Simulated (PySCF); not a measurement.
Unknowns

All values are calculated (PySCF 2.14.0 with density-fitted response routines): shieldings: GIAO PBE0/pcSseg-1, GFN2-xTB geometry. Fast rotation and ring inversion assumed for equivalent nuclei, one computed conformer, non-relativistic Hamiltonian, isolated molecule.

Scale: TMS for ¹H and ¹³C (reference shieldings calculated alike). Where no couplings were computed, multiplicities follow the n + 1 count of equivalent neighbours, and m marks all less simple cases (inequivalent or close neighbours, rings, F or P nearby). Shifts are as computed. Against solution values, carbons near 30 ppm lie about +3 ppm off and those near 130 ppm about +5 ppm (rms about the fit 2.1 ppm; single classes can miss by 10 ppm). Of 1328 compounds with measured shifts, 309 miss one by over three times the rms of a fit or turn the order of signals round; such compounds aren't used in these exercises. Signals without a measured value on file couldn't be tested in this way; 1H shifts scatter by 0.2 ppm about their fit, and single ones miss by 0.5 ppm. OH and NH positions are gas-phase values without hydrogen bonding to other molecules.

(1) C$_{5}$H$_{5}$NO. ¹H NMR (600 MHz, computed): δ 9.82 (s, 1H), 8.91 (br s, 1H), 7.04 (m, 1H), 7.00 (m, 1H), 6.53 (m, 1H). ¹³C{¹H} NMR (computed): δ 182.6, 137.2, 127.8, 124.7, 116.5. Give a structure.

(2) C$_{5}$H$_{5}$NO. ¹H NMR (300 MHz, computed): δ 7.18 (d, 1H), 6.62 (m, 1H), 5.14 (m, 1H), 5.03 (d, 1H), 4.77 (m, 1H). ¹³C{¹H} NMR (computed): δ 169.8, 156.7, 120.7, 102.2, 84.8. What is it?

Answers

(1) pyrrole-2-carboxaldehyde (SMILES O=Cc1ccc[nH]1). Rings plus π bonds: 4 (1 ring in the answer). 5 carbon signals for 5 carbons: no two carbons are equivalent. Carbon types of the structure: 1 × C, 4 × CH, leaving 1 H on heteroatoms. δC 182.6: aldehyde carbonyl carbon; the double bond to the heteroatom, with no lone-pair donor beside it, deshields it most. δC 124.7, 116.5: aromatic CH. δH 9.82: hydrogen on an aldehyde carbonyl carbon; deshielded by the polar, anisotropic C=O bond. δH 8.91: hydrogen on a pyrrole-type ring nitrogen; exchangeable, gas-phase position.

This is the structure that produced the data.

(2) SMILES C=CO/C=C/C#N. Rings plus π bonds: 4 (no ring in the answer). 5 carbon signals for 5 carbons: no two carbons are equivalent. Carbon types of the structure: 1 × C, 3 × CH, 1 × CH2, which accounts for all hydrogens. δC 169.8, 156.7: alkene carbon bearing oxygen; an sp2 carbon further deshielded by the attached heteroatom. δC 120.7: nitrile carbon; C≡N carbons fall here, among the sp2 signals but without a proton. δC 102.2, 84.8: β carbon of an enol-ether or enamine type C=C; the O or N lone pair pushes π density onto this β carbon and shields it. δH 7.18, 6.62: hydrogen on an alkene carbon bearing oxygen; a vinylic proton, deshielded by the sp2 carbon and the C=C anisotropy.

The shifts were computed for this structure.
